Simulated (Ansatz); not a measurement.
Molecule: sulfur difluoride, SF2 (charge 0, singlet). SMILES: FSF
Geometry: optimised at B3LYP-D3(BJ)/def2-TZVP (Ansatz, a first-principles code).

Computed values are from Ansatz. Valence correlation only, unless marked. UHF or UKS for open shells. Spin-orbit coupling is left out. Non-relativistic. CBS marks a two-point X^-3 extrapolation of the correlation energy; Hartree-Fock from the larger set. The bracket is a focal-point correction in the basis named.

### Question
What is the dipole moment at CCSD(T)/aug-cc-pV(D+d)Z?

### Answer
1.15 D.

### Question
What is the T1 diagnostic at CCSD/cc-pV(Q+d)Z?

### Answer
0.014.

### Question
What is the vertical triplet-singlet gap at RI-MP2/CBS(aug-cc-pV(T+d)Z,aug-cc-pV(Q+d)Z)+[CCSD(T)-MP2]/aug-cc-pV(T+d)Z?

### Answer
2.75 eV.

### Question
What is the total energy at CCSD(T)/CBS(cc-pV(T+d)Z,cc-pV(Q+d)Z)?

### Answer
-597.2871 Eh.

### Question
What is the vertical ionisation energy (to the doublet) at RI-MP2/CBS(aug-cc-pV(T+d)Z,aug-cc-pV(Q+d)Z)+[CCSD(T)-MP2]/aug-cc-pV(T+d)Z?

### Answer
10.46 eV.
